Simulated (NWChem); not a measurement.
BeH$_{2}$; SMILES [BeH2]

Results from NWChem. Structure relaxed at the B3LYP/6-31G* (spherical d) level. Ions are spin-unrestricted doublets at the neutral geometry; other ion states weren't tried.

Question: What does the run give for PBE/def2-SVP? Quantities: vertical ionisation energy, ΔSCF (eV); −ε(HOMO) (eV).

Answer: The vertical ionisation energy, ΔSCF (eV) is 11.64 and the −ε(HOMO) (eV) is 7.46.
